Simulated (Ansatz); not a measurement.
C2H6BClSi (`Cl[SiH]1CBC1`), relaxed with RKS PBE0-D4/def2-TZVP in Ansatz from a PBE-D4/def2-SVP geometry. The force threshold is 0.005 eV/Å; the program also tests the step.

Charge 0, multiplicity 1.

Start:

```xyz
11

Cl    2.736    0.059    0.924
Si    0.819   -0.592    0.396
C    -0.631    0.469    1.041
B    -1.137    0.188   -0.425
C     0.167    0.010   -1.294
H     0.763   -2.064    0.665
H    -0.136    1.464    1.129
H    -1.245    0.273    1.937
H    -2.246   -0.222   -0.723
H     0.728    0.966   -1.406
H     0.183   -0.551   -2.244
```

```csv
step,energy (eV),largest force (eV/Å),largest move (Å)
1,-23240.3507,0.554,0.000
2,-23240.3970,0.237,0.031
3,-23240.4023,0.078,0.019
4,-23240.4026,0.018,0.006
5,-23240.4026,0.015,0.005
6,-23240.4027,0.014,0.003
7,-23240.4027,0.002,0.003
```

End:

```xyz
11

Cl    2.710    0.040    0.917
Si    0.817   -0.576    0.392
C    -0.618    0.461    1.032
B    -1.132    0.179   -0.422
C     0.171    0.007   -1.277
H     0.754   -2.031    0.657
H    -0.151    1.453    1.109
H    -1.218    0.263    1.915
H    -2.225   -0.207   -0.719
H     0.703    0.960   -1.395
H     0.190   -0.549   -2.209
```

It took 29 s on 4 threads of an Arm Neoverse V1 on a shared host, with 0.56 GiB of host memory at the peak.
